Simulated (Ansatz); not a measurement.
Isolated molecules relaxed with PBE0-D4/def2-TZVP in Ansatz; ΔE leaves out vibrations. CCSD(T)/CBS is the MP2 limit (def2-TZVPP, def2-QZVPP) plus CCSD(T) − MP2 in def2-TZVPP, frozen cores. This one scheme is used for every species. Functionals use def2-TZVPP. For Zn outer-core shells are correlated without core-valence functions, which leaves a few kJ/mol of doubt a bond. Scalar relativity is left out up to krypton. One conformer a species, not always the lowest.

Reaction (ligand exchange at a Zn–O bond): `[SiH3][O][ZnH]` + `C[SiH2]O` → `C[SiH2][O][ZnH]` + `O[SiH3]`

`[SiH3][O][ZnH]`:

Cartesian coordinates in Å:
```
Si 0.134 1.126 -0.192
O 0.274 -0.484 -0.257
Zn -0.168 -2.105 0.276
H -1.291 1.559 -0.302
H 0.893 1.747 -1.312
H 0.670 1.670 1.090
H -0.513 -3.512 0.697
```

`C[SiH2]O`:

Z-matrix (Å, degrees):
```
C
Si 1 1.863
H 1 1.093 2 111.0
H 1 1.094 2 110.2 3 119.8
H 1 1.093 2 111.5 3 -120.7
O 2 1.652 1 112.6 3 57.7
H 2 1.492 1 108.9 3 -179.5
H 2 1.483 1 110.6 3 -59.4
H 6 0.957 2 117.7 1 68.6
```

`C[SiH2][O][ZnH]`:

Cartesian coordinates in Å:
```
C 0.315 0.924 -1.487
Si 0.563 -0.294 -0.099
O -0.709 -0.272 0.909
Zn -1.435 -0.889 2.393
H 1.171 0.909 -2.166
H -0.581 0.681 -2.063
H 0.206 1.940 -1.099
H 1.822 0.046 0.634
H 0.752 -1.661 -0.676
H -2.104 -1.382 3.654
```

`O[SiH3]`:

```xyz
6

O     0.686    0.314    1.036
Si   -0.197    0.075   -0.335
H     0.907   -0.453    1.565
H     0.510   -0.816   -1.295
H    -0.384    1.415   -0.936
H    -1.522   -0.535   -0.036
```

Q: Is it downhill or uphill in electronic energy at CCSD(T)/CBS, and by how much? (Estimate.)

A: Ansatz gave: Nearly level: ΔE = 0.00 eV.

Q: What do these levels give: B97M-V, PBE-QIDH, PBE, BHLYP, CCSD/def2-SVP, HF/def2-QZVPP? (Best estimate.)

A: The calculation gave: B97M-V 0.00, PBE-QIDH 0.00, PBE 0.00, BHLYP 0.01, CCSD/def2-SVP 0.00, HF/def2-QZVPP 0.02 eV.

Largest T1 diagnostic among the species: 0.016.

Leaving LDA and LC-ωPBE aside and taking each functional with its dispersion term where it has one, the values, not all of them listed here, spread over 0.01 eV, from revPBE-D4 to BHLYP-D4.
